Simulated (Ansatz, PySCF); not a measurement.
System: Sb$_{2}$, charge 1, multiplicity 2. 
Structure (B3LYP-D3(BJ)/def2-TZVP (Ansatz, an electronic-structure program) minimum search):
```xyz
2

Sb     0.0000     0.0000    -1.2967
Sb     0.0000     0.0000     1.2967
```
Charge +1, spin multiplicity 2.

Total electronic energies in hartree. Correlated levels leave the core frozen unless marked. UHF or UKS for open shells. Spin-orbit coupling is left out. The frozen core is the preceding noble-gas configuration, with the filled d and f shells of earlier blocks. Past Kr the def2 sets carry scalar-relativistic core potentials. STO-3G rows are all-electron and non-relativistic. CBS(X,Y): correlation extrapolated as X^-3; Hartree-Fock from the larger set. [CCSD(T)-MP2]/basis is that difference in the basis named.

The UHF reference is spin-contaminated (<S^2> 0.71 over the pure value in the largest basis). The T1 diagnostic of CCSD in the largest basis is 0.095, which is high, so the coupled-cluster rows are less sure than usual.

```
level                                                               program   energy (Eh)
-----------------------------------------------------------  --------------  ------------
HF/def2-QZVPPD                                                       Ansatz    -478.28531
revPBE/def2-TZVPD                                                    Ansatz    -480.32775
M06-L/def2-TZVPD                                                      PySCF    -480.56340
B3LYP-D4/def2-TZVPD                                          Ansatz + dftd4    -480.39109
PBE0/STO-3G                                                          Ansatz  -12506.07978
PBE0-D4/def2-TZVPD                                           Ansatz + dftd4    -480.23599
PBE0/def2-TZVPD                                                      Ansatz    -480.23417
BHLYP-D4/def2-TZVPD                                          Ansatz + dftd4    (withheld)
HSE06-D4/def2-TZVPD                                          Ansatz + dftd4    -480.23348
CAM-B3LYP-D3(BJ)/def2-TZVPD                                  Ansatz + dftd3    -480.19327
LC-wPBE-D3(BJ)/def2-TZVPD                                    Ansatz + dftd3    -480.25769
wB97M-V/def2-TZVPD                                                   Ansatz    -480.14096
wB97X-V/def2-TZVPD                                                   Ansatz    (withheld)
B2GP-PLYP-D4/def2-TZVPD                                      Ansatz + dftd4    -479.50901
B2GP-PLYP/def2-TZVPD                                                 Ansatz    -479.50811
MP2/CBS(def2-TZVPP,def2-QZVPP)                                       Ansatz     -478.4580
MP2/CBS(def2-TZVPPD,def2-QZVPPD)                                     Ansatz     -478.4577
RI-MP2/def2-QZVPP                                                    Ansatz    -478.44708
CCSD/def2-SVP                                                        Ansatz    -478.42039
CCSD(T)/def2-SVP                                                     Ansatz    -478.42936
RI-MP2/CBS(def2-TZVPPD,def2-QZVPPD)+[CCSD(T)-MP2]/def2-SVPD          Ansatz     -478.5053
RI-MP2/CBS(def2-TZVPP,def2-QZVPP)+[CCSD(T)-MP2]/def2-TZVPP           Ansatz     -478.5085
CCSD(T)/CBS(def2-TZVPPD,def2-QZVPPD)                                 Ansatz     -478.5063
```

Task: Some entries are withheld; supply them.

Result: 
- BHLYP-D4/def2-TZVPD, energy (Eh): -480.09629
- wB97X-V/def2-TZVPD, energy (Eh): -480.16605
